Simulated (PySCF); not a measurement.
## Levels of Al⁸⁺ from EOM-EA-GCCSD

Reference: closed-shell Al⁹⁺, [He] 2s2; one electron is added. Calculated with PySCF 2.14, two-component X2C-1e with screened spin-orbit coupling, an even-tempered Gaussian basis (18 s from 0.24 bohr⁻², ratio 2.6; 11 p from 0.32 bohr⁻², ratio 2.6; 8 d from 0.32 bohr⁻², ratio 2.8; 4 f from 8.1 bohr⁻², ratio 2.8); frozen nothing; the 30 highest virtual spinors dropped; of the others 56 kept and the rest restored at second order. No Breit or QED terms. Binding energies in eV.

| level | Koopmans | second order | EOM-CCSD |
| --- | --- | --- | --- |
| 2p1/2 | 329.95 | 331.04 | 330.40 |
| 2p3/2 | 329.30 | 330.39 | 329.78 |
| 3s1/2 | 143.12 | 144.04 | 144.24 |
| 3d3/2 | 125.89 | 126.16 | 126.29 |
| 3d5/2 | 125.85 | 126.12 | 126.25 |

Electric-dipole lines between these computed levels:

| lower | upper | ΔE (eV) | vacuum wavelength (nm) |
| --- | --- | --- | --- |
| 2p1/2 | 3s1/2 | 186.16 | 6.660 |
| 2p1/2 | 3d3/2 | 204.11 | 6.074 |
| 2p3/2 | 3s1/2 | 185.54 | 6.682 |
| 2p3/2 | 3d3/2 | 203.49 | 6.093 |
| 2p3/2 | 3d5/2 | 203.53 | 6.092 |

For comparison, the ionisation energy of Al⁸⁺ is 330.21 eV (semi-empirical (NIST evaluation); NIST Atomic Spectra Database, ionization energies).

Only part of the computed levels is shown.

The screened spin-orbit operator tends to give fine-structure splittings of light species too large.
